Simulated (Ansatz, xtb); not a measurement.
A geometry optimisation of BCl2F2HSi with r2SCAN-D4/def2-SVP

The starting geometry of this gas-phase singlet was built from a drawn formula by distance geometry and a force field; its bonds are those of `F[Si+](F)[BH-](Cl)Cl`.

```yaml
atoms:
  - { symbol: B, position_ang: [0.7712, -0.3137, 1.0053] }
  - { symbol: Cl, position_ang: [1.2900, -1.0900, -0.5361] }
  - { symbol: Cl, position_ang: [-0.8637, -0.9714, 1.5926] }
  - { symbol: F, position_ang: [1.6254, 2.6528, 1.6262] }
  - { symbol: F, position_ang: [-0.4574, 2.1740, -0.4079] }
  - { symbol: Si, position_ang: [0.6505, 1.5792, 0.7381] }
  - { symbol: H, position_ang: [1.6089, -0.5060, 1.8543] }
```

Q: Predict what it relaxes into with r2SCAN-D4/def2-SVP.

A: It rearranges to `F[Si](F)(Cl)BCl`. Contacts that open: B1–Cl2 (1.80 → 3.27 Å). Contacts that close: Cl2–Si6 (3.03 → 2.05 Å).

The energy falls by 1.97 eV over 19 steps:

| step | E − E(last) (eV) |
| --- | --- |
| 1 | 1.972 |
| 3 | 1.340 |
| 5 | 1.226 |
| 7 | 1.099 |
| 9 | 0.754 |
| 11 | 0.352 |
| 13 | 0.094 |
| 15 | 0.021 |
| 17 | 0.001 |
| 19 | 0.000 |

Final geometry (Å):

| atom | x (Å) | y (Å) | z (Å) |
| --- | --- | --- | --- |
| B | 0.4948 | -0.3378 | 1.6816 |
| Cl | 1.7726 | 0.3780 | -1.2413 |
| Cl | -1.0701 | -1.0975 | 1.7224 |
| F | 1.7646 | 2.3194 | 1.0204 |
| F | -0.5242 | 1.8898 | -0.0959 |
| Si | 0.8252 | 1.1632 | 0.4020 |
| H | 1.3619 | -0.7903 | 2.3834 |

From the same start GFN2-xTB reaches the same bonding as this run.

The end wasn't checked by frequencies. Run with Ansatz 0.2.0, 45 s on 1 thread of Intel(R) Xeon(R) 6975P-C (Granite Rapids), with other jobs on the host.
